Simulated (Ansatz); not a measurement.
`C[CH](C)[GeH]` + CH₃SH → `C[S][GeH]` + propane at 298.15 K and 1 bar (ligand exchange at a Ge–C bond).

Gas-phase electronic energies from Ansatz, PBE0-D4/def2-TZVP geometries. CCSD(T)/CBS adds triple-zeta CCSD(T) − MP2 to the extrapolated MP2 energy (def2 sets, frozen cores). This one scheme is used for every species. For Ge outer-core shells are correlated without core-valence functions, which leaves a few kJ/mol of doubt a bond. Scalar relativity is left out up to krypton.

| species | CCSD(T)/CBS energy (Eh) | H − E (kJ/mol) | S (J/(mol·K)) |
| --- | --- | --- | --- |
| `C[CH](C)[GeH]` | -2195.04052 | 278.8 | 340.5 |
| CH₃SH | -438.22835 | 133.0 | 253.2 |
| `C[S][GeH]` | -2514.34332 | 135.7 | 310.1 |
| `CCC` | -118.98051 | 285.9 | 268.4 |

H − E and S are ideal-gas, rigid-rotor, harmonic terms from PBE0-D4/def2-TZVP, for one conformer and one mirror image of each species. 1 Eh = 2625.50 kJ/mol, R = 8.31446 J/(mol·K).

Problem. By hand: ΔE, ΔH, ΔS and ΔG.

Solution. ΔE = (-2514.34332) + (-118.98051) − (-2195.04052) − (-438.22835) = -0.05496 Eh = -144.3 kJ/mol. Δ(H − E) = 135.7 + 285.9 − 278.8 − 133.0 = 9.8, so ΔH = -134.5 kJ/mol. ΔS = 310.1 + 268.4 − 340.5 − 253.2 = -15.2 J/(mol·K). ΔG = -134.5 − 298.15 × (-15.2)/1000 = -130.0 kJ/mol.

Problem. By hand: the equilibrium constant, and the temperature at which ΔG would vanish if ΔH and ΔS stayed fixed.

Solution. log₁₀ K = −ΔG/(RT ln 10) = 22.8. ΔG = 0 at ΔH/ΔS = 8849 K, far beyond where these terms or the molecules hold.

ΔH outweighs TΔS. A doubt of 5 kJ/mol in ΔE shifts log₁₀ K by 0.9 here. Other conformers and mirror images would add mixing entropy, several J/(mol·K) or more a flexible species. Modes under 60 cm⁻¹, often nearly free rotors, make the harmonic entropy too high. These are equilibria of isolated gas molecules and say nothing of rates. Largest T1 diagnostic: 0.015 (customary marks: 0.02 for closed shells, 0.045 for open ones).
